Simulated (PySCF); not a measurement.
# Iodine: a sound run and one with changed settings

Sound run: I [Kr] 4d10 5s2 5p5, I⁺ [Kr] 4d10 5s2 5p4. Calculation: PySCF 2.14, in def2-SVP with the def2 core potential (28 electrons); scalar relativity through the core potential. The sound run starts from symmetry-adapted Hartree-Fock orbitals and uses a fine grid where one is needed.

A second run was set up differently.

```json
{"species": "I", "method": "UHF", "sound run (hartree)": "-296.64961", "changed run (hartree)": "-296.64922", "converged": "no"}
{"species": "I", "method": "TPSS", "sound run (hartree)": "-297.55833", "changed run (hartree)": "-297.55236", "converged": "no"}
{"species": "I", "method": "M06-2X", "sound run (hartree)": "-297.60260", "changed run (hartree)": "-297.60087", "converged": "no"}
{"species": "I⁺", "method": "UHF", "sound run (hartree)": "-296.29709", "changed run (hartree)": "-296.29693", "converged": "no"}
{"species": "I⁺", "method": "TPSS", "sound run (hartree)": "-297.17100", "changed run (hartree)": "-297.16876", "converged": "no"}
{"species": "I⁺", "method": "M06-2X", "sound run (hartree)": "-297.22279", "changed run (hartree)": "-297.22212", "converged": "no"}
```

Task: What was changed?
A. radial grid too coarse
B. level shift left on
C. a valence shell is frozen
D. minimal basis

Result: B. It used initial guess 1e, at most 50 SCF cycles, level shift 10.0 hartree. A level shift slows the SCF but leaves a converged energy unchanged.
